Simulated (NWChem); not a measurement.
BeNH3; SMILES [BeH][NH2]

```xyz
5

Be     0.0000     0.0000     0.9560
H      0.0000     0.0000     2.2917
N      0.0000     0.0000    -0.5479
H      0.0000    -0.8246    -1.1401
H      0.0000     0.8246    -1.1401
```
Atoms are numbered in this order, from 1.

The geometry was optimised at PBE0/def2-SVP.

Symmetry labels are those of C2v in the frame above (b1 and b2, or b-type labels, depend on it). States above −ε(HOMO) = 7.1 eV lie in this functional's continuum and hang on the basis.

List the 4 lowest vertical singlet excitations from B3LYP/6-31+G* (spherical d), TDA (NWChem).


| state | energy (eV) | oscillator strength | symmetry | leading excitation (squared amplitude) |
|---|---|---|---|---|
| S1 | 5.57 | 0.000 | a2 | HOMO → LUMO+1 (0.96) |
| S2 | 5.69 | 0.086 | b1 | HOMO → LUMO (0.99) |
| S3 | 6.87 | 0.054 | a1 | HOMO → LUMO+2 (0.96) |
| S4 | 7.17 | 0.003 | b1 | HOMO → LUMO+3 (0.99) |
